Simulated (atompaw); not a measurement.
# What one change does to a pseudopotential (Tm, PAW (atompaw))

atompaw 4.2.0.5 input, output lines left out:

```
Tm 69
GGA-PBE scalarrelativistic loggrid 2001 logderivrange -4 5 226
6 6 5 4 0 0
6 1 0
5 2 1
4 3 12
0 0 0
c
c
c
c
c
v
c
c
c
v
v
c
c
v
v
3
3.00 2.35 2.60 2.70
y
2.8
n
n
y
4
n
y
0.15
n
bloechl besselshape
4 0 troulliermartins
```

Change: wave 5d channel at 4 Ry becomes 5d channel at 0.05 Ry.

Cutoffs: the cutoffs (Ry, on a coarse ladder) from which the occupation-weighted sum of valence levels, in a spherical-Bessel basis at the reference potential, stays within 10 and 1 mRy of its value at 400 Ry; they do not see the model core or the augmentation charge, which bear on the density cutoff.

What does the change do?

The potential gets neither clearly harder nor softer (30 Ry and 40 Ry → 30 Ry and 40 Ry); the f channel sets the loose cutoff, while the largest relative change is in d, which becomes softer; the range in which the d phases agree narrows (upper end at the end of the scan → 0.8); neither file shows a bound ghost.

```tsv
quantity	base	changed
cutoff, loose	30 Ry	30 Ry
cutoff, tight	40 Ry	40 Ry
loose cutoff by channel (10 mRy a level)	s 6 Ry, p 15 Ry, d 15 Ry, f 21 Ry	s 6 Ry, p 15 Ry, d 12 Ry, f 21 Ry
bound ghosts	none	none
s: phases at 3.01 bohr within 0.05 rad from the reference energy up to (Ry; the scan ends near 5)	0.2	0.2
p: phases at 3.01 bohr within 0.05 rad from the reference energy up to (Ry; the scan ends near 5)	4.7	4.7
d: phases at 3.01 bohr within 0.05 rad from the reference energy up to (Ry; the scan ends near 5)	to the end of the scan	0.8
f: phases at 3.01 bohr within 0.05 rad from the reference energy up to (Ry; the scan ends near 5)	1.2	1.2
lowest overlap eigenvalue by channel	s 0.41, p 0.82, d 0.97, f 0.85	s 0.41, p 0.82, d 0.00, f 0.85
```

 The cutoffs see the waves, projectors and local potential, not the compensation charge or the core.
